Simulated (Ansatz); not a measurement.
A nudged elastic band was laid between two geometries of a periodic cell of 13 atoms, Al12Pt (surface Al(111), adsorbate Pt).

Computed with Ansatz, DFT PBE, scalar-relativistic, plane waves, PAW. Settings: cutoff 420 eV, k mesh 3x3x1, fermi-dirac smearing 0.15 eV, no spin polarisation.

```
movable images  : 5
climbing image  : yes
spring          : 1.0 eV/Å²
optimiser       : quadratic models (default)
start path      : straight line
force threshold : 0.05 eV/Å
iteration limit : 25
end points      : relaxed
atoms held      : 1 to 4
```

Image 0:

```xyz
13
Lattice="5.7276 0.0000 0.0000 2.8638 4.9602 0.0000 0.0000 0.0000 16.6765" Properties=species:S:1:pos:R:3
Al 1.432 0.827 1.000
Al 4.296 0.827 1.000
Al 2.864 3.307 1.000
Al 5.728 3.307 1.000
Al 0.010 1.660 3.356
Al 2.853 1.660 3.356
Al 1.432 4.122 3.356
Al 4.296 4.134 3.284
Al -0.106 0.061 5.646
Al 2.969 0.061 5.646
Al 1.432 2.480 5.712
Al 4.296 2.359 5.647
Pt 4.296 4.135 7.215
```

Image 6:

Only the atoms that move by more than 0.05 Å are listed.
```
Al7 1.432 4.134 3.284
Al8 4.296 4.122 3.356
Al9 0.105 0.061 5.646
Al10 2.758 0.061 5.646
Al11 1.432 2.359 5.647
Al12 4.296 2.480 5.712
Pt13 7.159 4.135 7.215
```

**Question.** Which bonds break or form, and what moves?

**Answer.** Contacts lost: Al12–Pt13. Contacts made: Al11–Pt13. The atom that moves furthest is Pt13, by 2.86 Å.

**Question.** What energy profile does the band end with?

**Answer.** The run converged. The highest image is number 2 of 0 to 6, 0.117 eV above the ends, which have the same energy within 2 meV. The profile has 2 maxima (images 2, 5) with wells between them (image 3): this band takes more than one step, which may be the mechanism or a detour left from its start path. A structure lower than the last end lies on the path between it and the top, so the climb from that side starts below the end, which may itself be a saddle point or a shallow side well. By the program's own check the climbing image is a first-order saddle point (lowest curvatures found: -0.33 and 0.18 eV/Å²). Limits of this set-up: coarse k mesh, thin slab, slab without dipole correction.

| image | path coordinate (Å) | energy (eV) | Al12–Pt13 (Å) | Al11–Pt13 (Å) |
| --- | --- | --- | --- | --- |
| 0 | 0.00 | 0.000 | 2.37 | 3.63 |
| 1 | 0.51 | 0.066 | 2.34 | 3.16 |
| 2 | 1.01 | 0.117 | 2.33 | 2.63 |
| 3 | 1.75 | -0.007 | 2.37 | 2.40 |
| 4 | 2.48 | 0.047 | 2.46 | 2.35 |
| 5 | 3.22 | 0.101 | 2.99 | 2.33 |
| 6 | 3.95 | 0.000 | 3.63 | 2.37 |

**Question.** What is the geometry of the highest image?

**Answer.** 
```xyz
13
Lattice="5.7276 0.0000 0.0000 2.8638 4.9602 0.0000 0.0000 0.0000 16.6765" Properties=species:S:1:pos:R:3
Al 1.432 0.827 1.000
Al 4.296 0.827 1.000
Al 2.864 3.307 1.000
Al 5.728 3.307 1.000
Al 0.048 1.623 3.429
Al 2.846 1.662 3.268
Al 1.481 4.103 3.426
Al 4.316 4.121 3.294
Al 0.067 -0.038 5.879
Al 2.915 0.184 5.530
Al 1.280 2.565 5.959
Al 4.152 2.348 5.533
Pt 5.009 3.723 7.211
```

The run took 27 min on 1 thread of Arm Neoverse N1, with other jobs on the host, peak memory 0.91 GiB.
